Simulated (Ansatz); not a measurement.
Ansatz (an electronic-structure program) input file for CH₂NO, SMILES O=[C]N, multiplicity 2, PBE-D3(BJ)/def2-TZVP. 

Ansatz 0.2 input:
```yaml
crystal:
  periodic: [false, false, false]
  atoms:
    - {symbol: N, position_ang: [-0.09398264, -1.08132947, 0.00000000]}
    - {symbol: C, position_ang: [0.40857860, 0.15998768, 0.00000000]}
    - {symbol: O, position_ang: [-0.15280134, 1.21607455, 0.00000000]}
    - {symbol: H, position_ang: [-1.09567423, -1.24614223, 0.00000000]}
    - {symbol: H, position_ang: [0.52449185, -1.87307397, 0.00000000]}
basis:
  gaussian:
    orbitals: def2-TZVP
hamiltonian:
  xc: pbe
  dispersion: d3bj
magnetization: {spin_polarized: true, initial_magnetization: 1}
relax: {f_tol: 0.002, max_steps: 200}
```

Program output:

```
WARN ansatz: RAYON_NUM_THREADS=1 ignored (pool sized by the plan → 1); use --threads N
Functional definition: PBE
integrals: 0.02 GiB planned
574 factors; their error is unknown
mean field: 0.27 GiB planned
mean field evaluation 1: about -4594.6572 eV, gradient 4.6e1 eV
mean field evaluation 2: about -4577.9737 eV, gradient 7.8e1 eV
mean field evaluation 4: about -4601.9545 eV, gradient 7.7e0 eV
mean field evaluation 8: about -4602.1590 eV, gradient 2.1e-1 eV
mean field evaluation 16: about -4602.1591 eV, gradient 6.4e-6 eV
mean field -4602.15911751 eV, -169.1262281129 hartree, gradient 6.5e-6 eV, S^2 0.752325; 0 other end points of the search recorded, 0 dependent functions left out
the calculation of the forces begins
reference -4602.15914762 eV, -169.1262292195 hartree; 12, 11 occupied and 93, 94 virtual orbitals, 574 factors
relax step   1: F+E_penalty+E_count = -4602.21374824 eV  Δ(F+E_penalty+E_count) = +0.000e0 eV  max|allowed force component| = 5.128e-1 eV/Å  Δτ_max = 0.0000 Å  (31 SCF iters, accepted)
these checks for a lower state are left out or cut short: starts, cluster_reference, orbital_swaps, neighbouring_geometries, increment
integrals: 0.02 GiB planned
574 factors; their error is unknown
mean field: 0.27 GiB planned
mean field -4602.16334605 eV, -169.1263835091 hartree, gradient 2.5e-5 eV, S^2 0.752350; 0 other end points of the search recorded, 0 dependent functions left out
the calculation of the forces begins
reference -4602.16337619 eV, -169.1263846166 hartree; 12, 11 occupied and 93, 94 virtual orbitals, 574 factors
relax step   2: F+E_penalty+E_count = -4602.21791810 eV  Δ(F+E_penalty+E_count) = -4.170e-3 eV  max|allowed force component| = 1.056e-1 eV/Å  Δτ_max = 0.0064 Å  (35 SCF iters, accepted)
these checks for a lower state are left out or cut short: starts, cluster_reference, orbital_swaps, neighbouring_geometries, increment
integrals: 0.02 GiB planned
574 factors; their error is unknown
mean field: 0.27 GiB planned
mean field evaluation 32: about -4602.1636 eV, gradient 2.5e-5 eV
mean field -4602.16364017 eV, -169.1263943176 hartree, gradient 2.5e-5 eV, S^2 0.752357; 0 other end points of the search recorded, 0 dependent functions left out
the calculation of the forces begins
reference -4602.16367033 eV, -169.1263954259 hartree; 12, 11 occupied and 93, 94 virtual orbitals, 574 factors
relax step   3: F+E_penalty+E_count = -4602.21819472 eV  Δ(F+E_penalty+E_count) = -2.766e-4 eV  max|allowed force component| = 1.306e-2 eV/Å  Δτ_max = 0.0023 Å  (26 SCF iters, accepted)
these checks for a lower state are left out or cut short: starts, cluster_reference, orbital_swaps, neighbouring_geometries, increment
integrals: 0.02 GiB planned
574 factors; their error is unknown
mean field: 0.27 GiB planned
mean field -4602.16364779 eV, -169.1263945979 hartree, gradient 1.9e-5 eV, S^2 0.752357; 0 other end points of the search recorded, 0 dependent functions left out
the calculation of the forces begins
reference -4602.16367796 eV, -169.1263957065 hartree; 12, 11 occupied and 93, 94 virtual orbitals, 574 factors
relax step   4: F+E_penalty+E_count = -4602.21819928 eV  Δ(F+E_penalty+E_count) = -4.562e-6 eV  max|allowed force component| = 7.335e-3 eV/Å  Δτ_max = 0.0008 Å  (25 SCF iters, accepted)
these checks for a lower state are left out or cut short: starts, cluster_reference, orbital_swaps, neighbouring_geometries, increment
integrals: 0.02 GiB planned
574 factors; their error is unknown
mean field: 0.27 GiB planned
mean field -4602.16364849 eV, -169.1263946235 hartree, gradient 4.1e-5 eV, S^2 0.752357; 0 other end points of the search recorded, 0 dependent functions left out
the calculation of the forces begins
reference -4602.16367866 eV, -169.1263957322 hartree; 12, 11 occupied and 93, 94 virtual orbitals, 574 factors
relax step   5: F+E_penalty+E_count = -4602.21820026 eV  Δ(F+E_penalty+E_count) = -9.782e-7 eV  max|allowed force component| = 1.054e-3 eV/Å  Δτ_max = 0.0002 Å  (23 SCF iters, accepted)
integrals: 0.02 GiB planned
574 factors; their error is unknown
mean field: 0.27 GiB planned
mean field evaluation 64: about -4602.1636 eV, gradient 4.3e-5 eV
mean field -4602.16364849 eV, -169.1263946235 hartree, gradient 4.1e-5 eV, S^2 0.752357; 1 other end points of the search recorded, 0 dependent functions left out
the calculation of the forces begins
reference -4602.16367866 eV, -169.1263957322 hartree; 12, 11 occupied and 93, 94 virtual orbitals, 574 factors
Total energy: -4602.21823043 eV, -169.1284004728 hartree
Atom 0 at    -0.093345    -1.082215     0.000000 Å, force    -0.001054     0.001017    -0.000000 eV/Å
Atom 1 at     0.409389     0.161099     0.000000 Å, force     0.000408    -0.000424     0.000000 eV/Å
Atom 2 at    -0.151819     1.224721    -0.000000 Å, force    -0.000364     0.000441     0.000000 eV/Å
Atom 3 at    -1.103312    -1.249738    -0.000000 Å, force     0.000841    -0.000168    -0.000000 eV/Å
Atom 4 at     0.529700    -1.878350    -0.000000 Å, force     0.000169    -0.000867     0.000000 eV/Å
Dipole moment:    -0.109002    -0.747269    -0.000000 e Å
```

Self-consistency was reached.
